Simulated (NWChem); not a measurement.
All runs are NWChem calculations. System: CH7Si2, charge 0, spin multiplicity 2, at a geometry optimised with UPBE0/def2-SVP. The structure started from a generated list of species. Its SCF solution wasn't tested for a lower state. Level: UMP2/def2-TZVP, 11 core orbitals frozen.

The NWChem input:

```
start mol
memory heap 200 mb stack 900 mb global 1100 mb
geometry units angstroms nocenter noautoz
  Si    -1.666996    -0.127568     0.132961
  C      0.000000     0.000000    -0.676584
  Si     1.666996     0.127568     0.132961
  H     -2.556578     0.989981    -0.318468
  H     -2.336199    -1.414015    -0.244516
  H     -1.537399    -0.071757     1.619817
  H      0.000000     0.000000    -1.777068
  H      2.336199     1.414015    -0.244516
  H      2.556578    -0.989981    -0.318468
  H      1.537399     0.071757     1.619817
  symmetry group C2
end
basis spherical
  * library def2-tzvp
end
scf
  uhf
  nopen 1
  maxiter 100
  thresh 1e-7
  semidirect memsize 60000000 filesize 0
  # guess.movecs holds the orbitals of an unrestricted PBE0 run
  vectors input guess.movecs output mol.movecs
end
mp2
  freeze core 11
end
task mp2 energy
```

NWChem printed:

```
             Northwest Computational Chemistry Package (NWChem) 7.3.0
             --------------------------------------------------------

                                NWChem Input Module
                                -------------------

 Scaling coordinates for geometry "geometry" by  1.889725989
 (inverse scale =  0.529177249)

 Turning off AUTOSYM since
 SYMMETRY directive was detected!

                             Geometry "geometry" -> ""
                             -------------------------

 Output coordinates in angstroms (scale by  1.889725989 to convert to a.u.)

  No.       Tag          Charge          X              Y              Z
 ---- ---------------- ---------- -------------- -------------- --------------
    1 Si                  14.0000    -1.66699600    -0.12756800     0.13296100
    2 C                    6.0000     0.00000000     0.00000000    -0.67658400
    3 Si                  14.0000     1.66699600     0.12756800     0.13296100
    4 H                    1.0000    -2.55657800     0.98998100    -0.31846800
    5 H                    1.0000    -2.33619900    -1.41401500    -0.24451600
    6 H                    1.0000    -1.53739900    -0.07175700     1.61981700
    7 H                    1.0000     0.00000000     0.00000000    -1.77706800
    8 H                    1.0000     2.33619900     1.41401500    -0.24451600
    9 H                    1.0000     2.55657800    -0.98998100    -0.31846800
   10 H                    1.0000     1.53739900     0.07175700     1.61981700

 Effective nuclear repulsion energy (a.u.)     138.5517147590

            Nuclear Dipole moment (a.u.)
            ----------------------------
        X                 Y               Z
 ---------------- ---------------- ----------------
     0.0000000000     0.0000000000     0.0000037795

      Symmetry information
      --------------------

 Group name             C2
 Group number              4
 Group order               2
 No. of unique centers     6

      Symmetry unique atoms

     1    2    4    5    6    7


 Summary of "ao basis" -> "" (spherical)
 ------------------------------------------------------------------------------
       Tag                 Description            Shells   Functions and Types
 ---------------- ------------------------------  ------  ---------------------
 *                         def2-tzvp                  on all atoms

 Summary of "ao basis" -> "ao basis" (spherical)
 ------------------------------------------------------------------------------
       Tag                 Description            Shells   Functions and Types
 ---------------- ------------------------------  ------  ---------------------
 Si                        def2-tzvp                13       37   5s5p2d1f
 C                         def2-tzvp                11       31   5s3p2d1f
 H                         def2-tzvp                 4        6   3s1p

                                 NWChem SCF Module
                                 -----------------

  ao basis        = "ao basis"
  functions       =   147
  atoms           =    10
  alpha electrons =    21
  beta  electrons =    20
  charge          =   0.00
  wavefunction    = UHF
  use symmetry    = T
  symmetry adapt  = T

 Summary of "ao basis" -> "ao basis" (spherical)
 ------------------------------------------------------------------------------
       Tag                 Description            Shells   Functions and Types
 ---------------- ------------------------------  ------  ---------------------
 Si                        def2-tzvp                13       37   5s5p2d1f
 C                         def2-tzvp                11       31   5s3p2d1f
 H                         def2-tzvp                 4        6   3s1p

      Symmetry analysis of basis
      --------------------------

        a          76
        b          71

 Forming initial guess at       0.1s

   Symmetry analysis of molecular orbitals - initial alpha
   -------------------------------------------------------

  Numbering of irreducible representations:

     1 a           2 b

  Orbital symmetries:

     1 b           2 a           3 a           4 b           5 a
     6 a           7 b           8 b           9 a          10 a
    11 b          12 a          13 b          14 a          15 a
    16 b          17 b          18 a          19 a          20 b
    21 b          22 a          23 b          24 a          25 b
    26 b          27 a          28 a          29 a          30 b
    31 b

   Symmetry analysis of molecular orbitals - initial beta
   ------------------------------------------------------

  Numbering of irreducible representations:

     1 a           2 b

  Orbital symmetries:

     1 b           2 a           3 a           4 b           5 a
     6 a           7 b           8 a           9 b          10 a
    11 b          12 a          13 b          14 a          15 a
    16 b          17 b          18 a          19 a          20 b
    21 b          22 a          23 a          24 b          25 b
    26 b          27 a          28 a          29 b          30 a
    31 b

 Starting SCF solution at       0.1s

 ----------------------------------------------
         Quadratically convergent UHF

 Convergence threshold     :          1.000E-07
 Maximum no. of iterations :          100
 Integral*density screening:          1.000E-09
 ----------------------------------------------

              iter       energy          gnorm     gmax       time
             ----- ------------------- --------- --------- --------
                 1     -619.7775054416  6.96D-01  2.05D-01      2.8
[...]
   108     -0.378886   4 H  s               138      0.378886   9 H  s
    50      0.298545   2 C  py               44      0.216793   2 C  py
    47      0.183016   2 C  py

 Vector   22  Occ=0.000000D+00  E= 1.170094D-01  Symmetry=a
              MO Center= -7.1D-14, -2.4D-14, -1.5D-02, r^2= 1.0D+01
   Bfn.  Coefficient  Atom+Function         Bfn.  Coefficient  Atom+Function
  ----- ------------  ---------------      ----- ------------  ---------------
    42      3.693097   2 C  s                18     -1.247100   1 Si px
    86      1.247100   3 Si px                5     -0.829667   1 Si s
    73     -0.829667   3 Si s                20      0.822015   1 Si pz
    88      0.822015   3 Si pz              126     -0.758404   7 H  s
   120     -0.405759   6 H  s               144     -0.405759  10 H  s

 Vector   23  Occ=0.000000D+00  E= 1.506688D-01  Symmetry=b
              MO Center= -1.5D-13, -5.3D-14,  5.6D-01, r^2= 1.3D+01
   Bfn.  Coefficient  Atom+Function         Bfn.  Coefficient  Atom+Function
  ----- ------------  ---------------      ----- ------------  ---------------
     5      2.416878   1 Si s                73     -2.416878   3 Si s
    18      2.043457   1 Si px               86      2.043457   3 Si px
    49      1.951350   2 C  px              120     -0.573016   6 H  s
   144      0.573016  10 H  s                46      0.347689   2 C  px
   108      0.267418   4 H  s               138     -0.267418   9 H  s

 center of mass
 --------------
 x =   0.00000000 y =   0.00000000 z =  -0.00856816

 moments of inertia (a.u.)
 ------------------
          79.290903891218         -48.845927331104           0.000000000000
         -48.845927331104         713.161818676133          -0.000000000000
           0.000000000000          -0.000000000000         683.341439646677

  Mulliken analysis of the total density
  --------------------------------------

    Atom       Charge   Shell Charges
 -----------   ------   -------------------------------------------------------
    1 Si  14    13.65   2.00  0.58  1.39  0.79  0.42  4.12  1.73  0.53  1.39  0.31  0.15  0.20  0.03
    2 C    6     6.50   0.86  1.12  0.47  0.79  0.09  1.17  1.49  0.47  0.01  0.03  0.00
    3 Si  14    13.65   2.00  0.58  1.39  0.79  0.42  4.12  1.73  0.53  1.39  0.31  0.15  0.20  0.03
    4 H    1     1.06   0.24  0.56  0.24  0.01
    5 H    1     1.06   0.24  0.56  0.24  0.01
    6 H    1     1.05   0.24  0.56  0.24  0.01
    7 H    1     0.86   0.26  0.49  0.09  0.02
    8 H    1     1.06   0.24  0.56  0.24  0.01
    9 H    1     1.06   0.24  0.56  0.24  0.01
   10 H    1     1.05   0.24  0.56  0.24  0.01

  Mulliken analysis of the alpha density
  --------------------------------------

    Atom       Charge   Shell Charges
 -----------   ------   -------------------------------------------------------
    1 Si  14     6.80   1.00  0.29  0.70  0.39  0.21  2.06  0.86  0.26  0.67  0.15  0.08  0.11  0.02
    2 C    6     3.79   0.43  0.56  0.25  0.41  0.06  0.75  0.98  0.34  0.00  0.01  0.00
    3 Si  14     6.80   1.00  0.29  0.70  0.39  0.21  2.06  0.86  0.26  0.67  0.15  0.08  0.11  0.02
    4 H    1     0.54   0.12  0.29  0.12  0.00
    5 H    1     0.54   0.12  0.29  0.12  0.00
    6 H    1     0.53   0.12  0.28  0.12  0.00
    7 H    1     0.39   0.12  0.22  0.04  0.01
    8 H    1     0.54   0.12  0.29  0.12  0.00
    9 H    1     0.54   0.12  0.29  0.12  0.00
   10 H    1     0.53   0.12  0.28  0.12  0.00

   Mulliken analysis of the beta density
   -------------------------------------

    Atom       Charge   Shell Charges
 -----------   ------   -------------------------------------------------------
    1 Si  14     6.86   1.00  0.29  0.70  0.40  0.22  2.06  0.86  0.27  0.72  0.17  0.07  0.08  0.01
    2 C    6     2.71   0.43  0.56  0.22  0.37  0.04  0.42  0.52  0.13  0.00  0.01  0.00
    3 Si  14     6.86   1.00  0.29  0.70  0.40  0.22  2.06  0.86  0.27  0.72  0.17  0.07  0.08  0.01
    4 H    1     0.51   0.12  0.27  0.12  0.00
    5 H    1     0.51   0.12  0.27  0.12  0.00
    6 H    1     0.53   0.12  0.28  0.12  0.00
    7 H    1     0.47   0.13  0.26  0.06  0.01
    8 H    1     0.51   0.12  0.27  0.12  0.00
    9 H    1     0.51   0.12  0.27  0.12  0.00
   10 H    1     0.53   0.12  0.28  0.12  0.00

   Mulliken analysis of the spin density
   -------------------------------------

    Atom       Charge   Shell Charges
 -----------   ------   -------------------------------------------------------
    1 Si  14    -0.06  -0.00 -0.00  0.00 -0.02 -0.01 -0.00  0.00 -0.01 -0.04 -0.02  0.01  0.03  0.01
    2 C    6     1.08   0.00 -0.00  0.03  0.04  0.02  0.33  0.46  0.21 -0.00 -0.00 -0.00
    3 Si  14    -0.06  -0.00 -0.00  0.00 -0.02 -0.01 -0.00  0.00 -0.01 -0.04 -0.02  0.01  0.03  0.01
    4 H    1     0.03   0.01  0.02  0.01 -0.00
    5 H    1     0.03   0.01  0.02  0.01 -0.00
    6 H    1    -0.00  -0.00 -0.00 -0.00  0.00
    7 H    1    -0.07  -0.01 -0.04 -0.02  0.00
    8 H    1     0.03   0.01  0.02  0.01 -0.00
    9 H    1     0.03   0.01  0.02  0.01 -0.00
   10 H    1    -0.00  -0.00 -0.00 -0.00  0.00

       Multipole analysis of the density wrt the origin
       ------------------------------------------------

     L   x y z        total         alpha         beta         nuclear
     -   - - -        -----         -----         ----         -------
     0   0 0 0     -0.000000    -21.000000    -20.000000     41.000000

     1   1 0 0      0.000000     -0.000000      0.000000      0.000000
     1   0 1 0     -0.000000      0.000000     -0.000000      0.000000
     1   0 0 1     -0.235620      0.474065     -0.709689      0.000004

     2   2 0 0    -29.697236   -206.166786   -203.932875    380.402425
     2   1 1 0     -0.089407    -13.836715    -13.820958     27.568265
     2   1 0 1      0.000000     -0.000000      0.000000      0.000000
     2   0 2 0    -28.673776    -27.213429    -24.404293     22.943947
     2   0 1 1     -0.000000     -0.000000     -0.000000      0.000000
     2   0 0 2    -27.352332    -35.921069    -34.175481     42.744218

                   NWChem MP2 Semi-direct Energy/Gradient Module
                   ---------------------------------------------

  Basis functions       =    147
  Molecular orbitals    =    147
  Frozen core           =     11
  Frozen virtuals       =      0
  Active alpha occupied =     10
  Active beta occupied  =      9
  Active alpha virtual  =    126
  Active beta virtual   =    127
  Use MO symmetry       = T
  Use skeleton AO sym   = T

  AO/Fock/Back tols     =   1.0D-09  1.0D-09  1.0D-09

 GA uses MA = F    GA memory limited = T

 Available:
  local mem=  1.26D+08
 global mem=  1.44D+08
 local disk=  0.00D+00
  mp2_memr nvloc                   126
  nvloc new                   126
   1 passes of  10:        5242880                     107057                  44646284.
   1 passes of  10: M    126148340           G      144135982           F     120905460.

 Semi-direct pass number   1 of   1  for UHF alpha       at        8.8s
  vrange nnbf                 10413
  mp2_eaftype                   170  avail_ma_in_mb                  1099
 EAF : mp2_eaftype filesize         170   22323142.
  mp2_eaf for mointskh                    170
Node 0 wrote    105.0 Mb in      0.0 s     Agg I/O rate:  2748.5 Mb/s
 Done moints_semi at       17.9s
  mp2_eaftype                   170  avail_ma_in_mb                   929
 EAF : mp2_eaftype filesize         170   22323142.
  mp2_eaf for kh                   170
 Done maket at       18.3s
 Done multipass loop at       18.3s

 GA uses MA = F    GA memory limited = T

 Available:
  local mem=  1.26D+08
 global mem=  1.44D+08
 local disk=  0.00D+00
  mp2_memr nvloc                   127
  nvloc new                   127
   1 passes of   9:        5242880                     101209                  40503993.
   1 passes of   9: M    126148340           G      144135982           F     120905460.

 Semi-direct pass number   1 of   1  for UHF beta        at       18.3s
  vrange nnbf                 10413
  mp2_eaftype                   154  avail_ma_in_mb                  1099
 EAF : mp2_eaftype filesize         154   20251996.
  mp2_eaf for mointskh                    154
Node 0 wrote     95.2 Mb in      0.0 s     Agg I/O rate:  2756.8 Mb/s
 Done moints_semi at       27.2s
  mp2_eaftype                   154  avail_ma_in_mb                   945
 EAF : mp2_eaftype filesize         154   20251996.
  mp2_eaf for kh                   154
 Done maket at       27.6s
 Done multipass loop at       27.6s

          -------------------------------------------
          SCF energy                -619.803303919089
          Correlation energy          -0.375730119760
          Singlet pairs                0.000000000000
          Triplet pairs                0.000000000000
          Total MP2 energy          -620.179034038849
          -------------------------------------------

          ---------------------------------------------------
                    Spin Component Scaled (SCS) MP2
          Same spin pairs                     -0.064590896228
          Same spin scaling factor             0.333333333333
          Opposite spin pairs                 -0.311139223531
          Opposite spin scaling fact.          1.200000000000
          SCS-MP2 correlation energy          -0.394897366981
          Total SCS-MP2 energy              -620.198201286069
          ---------------------------------------------------

 -----------------------
 Performance information
 -----------------------

 Timer overhead =  1.54D-07 seconds/call

               Nr. of calls         CPU time (s)                 Wall time (s)                GFlops
             ---------------    -------------------     ------------------------------   -------------------
Name         Min   Avg   Max    Min     Avg     Max     Min     Avg     Max   Mx/calls   Min     Max     Sum
mp2: moin     2     2     2    18.     18.     18.      18.     18.     18.     9.0      0.0     0.0     0.0
mp2: make     2     2     2   0.71    0.71    0.71     0.71    0.71    0.71    0.35      0.0     0.0     0.0
mp2: tota     1     1     1    19.     19.     19.      19.     19.     19.     19.      0.0     0.0     0.0

 The average no. of pstat calls per process was 5.00D+00
 with a timing overhead of 7.70D-07s

 Task  times  cpu:       27.5s     wall:       27.5s

 Total times  cpu:       27.6s     wall:       27.6s
```
